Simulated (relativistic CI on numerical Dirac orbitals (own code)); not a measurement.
# One change at a time: Au LXI

Base calculation: Dirac-Coulomb-Breit CI, orbitals from a KLI potential per configuration, model QED, unscaled Slater integrals.

Configuration list (outside the closed core [Ne]): 3s2.3p6.3d, 3s2.3p5.3d2, 3s.3p6.3d2, 3s2.3p6.4s, 3s2.3p6.4p, 3s2.3p6.4d, 3s2.3p5.3d.4s, 3s2.3p6.4f, 3s2.3p5.3d.4p, 3s2.3p5.3d.4d, 3s.3p6.3d.4s, 3s2.3p5.3d.4f, 3p6.3d2.4p, 3s.3p6.3d.4p, 3s.3p6.3d.4d, 3s2.3p6.5s, 3s2.3p6.5p, 3s.3p6.3d.4f, 3s2.3p6.5d, 3s2.3p6.5f, 3s2.3p6.5g, 3p6.3d3, 3p5.3d4, 3p5.3d3.4s, 3p6.3d2.4s, 3p5.3d2.4s2, 3p6.3d2.4d, 3p5.3d3.4d, 3p5.3d2.4s.4d. Double excitations out of closed p, d and f shells are left out; levels of such configurations are missing from the list, as are those of other unlisted configurations, and high levels can miss mixing partners. These lack a partner that the ground configuration has and come out too high: 3s2.3p5.3d.4p, 3s2.3p5.3d.4f.

Variants: (1) only the first 3 configurations; (2) non-relativistic limit. Shifts of the energy above 3s2.3p6.3d 2D_3/2, in eV, for the lowest level and the first level of each name with at least 55 % of one term (blank where a level changes its place among those of its configuration and J or its character, or is not in the variant):

| Level | Base | Δ(1) | Δ(2) |
| --- | --- | --- | --- |
| 3s2.3p6.3d 2D_3/2 | 0.00 | 0.00 | 0.00 |
| 3s2.3p6.3d 2D_5/2 | 105.15 | +0.01 | -105.15 |
| 3s2.3p5.3d2 4D°_1/2 | 279.31 | -0.85 | -37.50 |
| 3s2.3p5.3d2 4G°_9/2 | 379.55 | -0.69 | -125.73 |
| 3s2.3p5.3d2 2H°_11/2 | 391.49 | -0.65 |  |
| 3s2.3p5.3d2 2G°_9/2 | 410.99 | -0.80 |  |
| 3s2.3p5.3d2 2F°_5/2 | 439.60 | -0.47 |  |
| 3s2.3p5.3d2 2P°_1/2 | 446.74 | -0.76 | -173.52 |
| 3s2.3p5.3d2 4G°_11/2 | 484.55 | -0.65 |  |
| 3s.3p6.3d2 4F_3/2 | 996.05 | -0.43 | -534.73 |
| 3s.3p6.3d2 4P_1/2 | 1029.08 | -0.39 | -551.56 |
| 3s.3p6.3d2 4F_7/2 | 1097.85 | -0.49 | -636.53 |
| 3s.3p6.3d2 4P_3/2 | 1109.91 | -0.45 | -632.39 |
| 3s.3p6.3d2 2G_9/2 | 1115.89 | -0.47 |  |

At this charge energies of transitions that change n are usually good to better than 1 %, and those within a shell (Δn = 0) to a few per cent.

Ionisation energy from the two ground configurations alone: base 6305.48 eV. The NIST ASD value (theoretical) is 6305 eV.

LS names give the leading component of a level, which can be under half, so a name can repeat, a term be missing and a line seem to break the LS rules.
